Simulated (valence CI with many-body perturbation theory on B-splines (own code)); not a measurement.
**Se²⁺: electric-dipole lines**

Calculated by relativistic CI+MBPT: four valence electrons over a frozen Dirac-Fock core [Ar] 3d10, radial functions for each j: 11 s, 11 p, 9 d, 7 f, 5 g, 2 h, 1 i, with the one-electron correlation potential Σ1, the two-electron term Σ2, the three-electron term Σ3, Breit, model QED; selected CI, second order for the rest, scaled by the run's own slope (own B-spline code, finite nucleus).

Against 29 measured levels this calculation errs by 223 cm⁻¹ on average and by 778 at most. These come from a selection out of Moore, Atomic Energy Levels, vol. II, NSRDS-NBS 35 (1971 reprint of NBS Circular 467, 1952), an old analysis. Levels without a partner in it may be off by more. Among the levels kept, up to 460 cm⁻¹ of a level comes from second order outside the variational space, and about a tenth of that is noise between levels of different J, which matters for small intervals.

Lines 51 to 100 of 280 in falling wavelength, among levels below 202452 cm⁻¹, chosen from the strongest by gf and those to the six lowest levels. Wavelengths and rates use the calculated energies, so an error of 200 cm⁻¹ moves a line at 3651 Å by 0.73 % and its rate by three times that or more. Electric multipoles are in the length gauge, E1 and E2 with the static RPA response of the core. Weak lines are less certain than strong ones. Lines between different terms over intervals too small for the method are left out, as are lines whose strength nearly cancels. Where a level lies close to another of its J and parity, the split of strength between their lines is uncertain. The highest levels of a list are the least certain.

Names give the largest LS component (configuration and term), which can be under half, so a name can repeat, a term be missing and a line seem to break the LS rules; names also repeat where a configuration has a term twice. Letters in brackets count levels of one name in rising energy.

| λ vac (Å) | λ from measured levels | Upper | Lower | A (s⁻¹) | S (a.u.) |
| --- | --- | --- | --- | --- | --- |
| 3723 |  | 4s2.4p.5p 1P_1 | 4s2.4p.4d 3F°_2 | 4.62e+07 | 3.53e+00 |
| 3651 | 3639 | 4s2.4p.5p 3P_2 | 4s2.4p.5s 3P°_2 | 1.85e+08 | 2.22e+01 |
| 3584 | 3571 | 4s2.4p.5p 3P_0 | 4s2.4p.5s 3P°_1 | 1.98e+08 | 4.50e+00 |
| 3525 |  | 4s2.4p.5p 3D_2 | 4s2.4p.4d 3F°_3 | 1.14e+08 | 1.23e+01 |
| 3470 | 3459 | 4s2.4p.5p 3S_1 | 4s2.4p.5s 3P°_2 | 1.62e+08 | 1.00e+01 |
| 3411 |  | 4s2.4p.5p 3D_1 | 4s2.4p.4d 3F°_2 | 7.88e+07 | 4.63e+00 |
| 3399 | 3388 | 4s2.4p.5p 1D_2 | 4s2.4p.5s 1P°_1 | 1.92e+08 | 1.86e+01 |
| 3397 |  | 4s2.4p.5p 3D_3 | 4s2.4p.4d 3F°_4 | 1.36e+08 | 1.85e+01 |
| 3393 | 3381 | 4s2.4p.5p 3P_1 | 4s2.4p.5s 3P°_1 | 6.46e+07 | 3.74e+00 |
| 3325 |  | 4s2.4p.6s 3P°_2 | 4s2.4p.5p 1D_2 | 2.11e+07 | 1.91e+00 |
| 3258 | 3227 | 4s2.4p.6s 1P°_1 | 4s2.4p.5p 1D_2 | 1.96e+08 | 1.00e+01 |
| 3188 |  | 4s2.4p.5d 1P°_1 | 4s2.4p.5p 1S_0 | 2.59e+08 | 1.24e+01 |
| 3130 |  | 4s2.4p.6s 3P°_2 | 4s2.4p.5p 3S_1 | 5.79e+07 | 4.39e+00 |
| 3123 |  | 4s2.4p.5d 3P°_2 [a] | 4s2.4p.5p 3P_2 | 2.67e+07 | 2.00e+00 |
| 3122 | 3112 | 4s2.4p.5d 1D°_2 | 4s2.4p.5p 1D_2 | 5.52e+07 | 4.14e+00 |
| 3093 |  | 4s2.4p.6s 3P°_1 | 4s2.4p.5p 3P_0 | 5.64e+07 | 2.47e+00 |
| 2996 |  | 4s2.4p.6s 3P°_2 | 4s2.4p.5p 3P_2 | 1.72e+08 | 1.14e+01 |
| 2988 | 2980 | 4s2.4p.5d 3P°_2 [b] | 4s2.4p.5p 1D_2 | 2.95e+07 | 1.94e+00 |
| 2982 |  | 4s2.4p.5d 3P°_2 [a] | 4s2.4p.5p 3P_1 | 7.00e+07 | 4.58e+00 |
| 2976 |  | 4s2.4p.6s 3P°_1 | 4s2.4p.5p 3D_2 | 2.55e+08 | 9.96e+00 |
| 2971 |  | 4s2.4p.6s 3P°_0 | 4s2.4p.5p 3D_1 | 3.77e+08 | 4.87e+00 |
| 2893 |  | 4s2.4p.6s 3P°_2 | 4s2.4p.5p 3D_3 | 2.15e+08 | 1.28e+01 |
| 2874 | 2865 | 4s2.4p.5d 3F°_2 | 4s2.4p.5p 3D_2 | 6.54e+07 | 3.83e+00 |
| 2872 |  | 4s2.4p.5p 1S_0 | 4s2.4p.5s 1P°_1 | 1.52e+08 | 1.78e+00 |
| 2848 | 2839 | 4s2.4p.5d 3F°_2 | 4s2.4p.5p 3D_1 | 1.02e+08 | 5.83e+00 |
| 2830 | 2822 | 4s2.4p.5d 1D°_2 | 4s2.4p.5p 3P_2 | 5.67e+07 | 3.17e+00 |
| 2830 | 2823 | 4s2.4p.5d 3P°_2 [b] | 4s2.4p.5p 3S_1 | 2.41e+08 | 1.35e+01 |
| 2816 | 2793 | 4s2.4p.6s 1P°_1 | 4s2.4p.5p 3P_1 | 2.12e+08 | 7.00e+00 |
| 2813 | 2805 | 4s2.4p.5d 3P°_1 | 4s2.4p.5p 3S_1 | 3.67e+08 | 1.21e+01 |
| 2808 | 2803 | 4s2.4p.5d 1F°_3 | 4s2.4p.5p 1D_2 | 5.10e+08 | 3.90e+01 |
| 2803 |  | 4s2.4p.5d 3P°_0 | 4s2.4p.5p 3S_1 | 4.64e+08 | 5.04e+00 |
| 2787 | 2865 | 4s2.4p.5d 3F°_4 | 4s2.4p.5p 3D_3 | 5.75e+08 | 5.53e+01 |
| 2782 |  | 4s2.4p.5d 3D°_1 | 4s2.4p.5p 3P_0 | 2.84e+08 | 9.05e+00 |
| 2782 |  | 4s2.4p.5d 3D°_3 | 4s2.4p.5p 3P_2 | 3.72e+08 | 2.77e+01 |
| 2776 | 2768 | 4s2.4p.5d 3F°_3 | 4s2.4p.5p 3D_2 | 5.62e+08 | 4.15e+01 |
| 2750 |  | 4s2.4p.6s 3P°_1 | 4s2.4p.5p 1P_1 | 1.38e+08 | 4.24e+00 |
| 2726 |  | 4s2.4p.5d 3P°_2 [a] | 4s2.4p.5p 3D_1 | 3.68e+08 | 1.84e+01 |
| 2720 | 2713 | 4s2.4p.5d 3P°_2 [b] | 4s2.4p.5p 3P_2 | 2.19e+08 | 1.09e+01 |
| 2714 | 2707 | 4s2.4p.5d 1D°_2 | 4s2.4p.5p 3P_1 | 3.33e+08 | 1.64e+01 |
| 2704 | 2697 | 4s2.4p.5d 3P°_1 | 4s2.4p.5p 3P_2 | 1.25e+08 | 3.66e+00 |
| 2692 |  | 4s2.4p.5d 3D°_3 | 4s2.4p.5p 3D_3 | 1.92e+08 | 1.30e+01 |
| 2663 | 2655 | 4s2.4p.5d 3F°_2 | 4s2.4p.5p 1P_1 | 4.13e+08 | 1.92e+01 |
| 2661 |  | 4s2.4p.4f 3D_2 | 4s2.4p.4d 1P°_1 | 6.99e+07 | 3.25e+00 |
| 2634 | 2629 | 4s2.4p.5d 3P°_2 [b] | 4s2.4p.5p 3D_3 | 5.31e+07 | 2.40e+00 |
| 2629 |  | 4s2.4p.6s 3P°_2 | 4s2.4p.5p 3D_1 | 3.39e+07 | 1.52e+00 |
| 2608 | 2618 | 4s2.4p.5p 1P_1 | 4s2.4p.4d 1D°_2 | 9.35e+07 | 2.46e+00 |
| 2588 |  | 4s.4p2.4d 5F_2 [a] | 4s2.4p.4d 1P°_1 | 9.91e+07 | 4.24e+00 |
| 2579 |  | 4s.4p2.4d 5F_2 [b] | 4s2.4p.4d 1P°_1 | 8.57e+07 | 3.63e+00 |
| 2555 |  | 4s2.4p.5d 3P°_2 [a] | 4s2.4p.5p 1P_1 | 3.77e+07 | 1.55e+00 |
| 2520 | 2514 | 4s2.4p.5d 1D°_2 | 4s2.4p.5p 3D_2 | 5.24e+07 | 2.07e+00 |
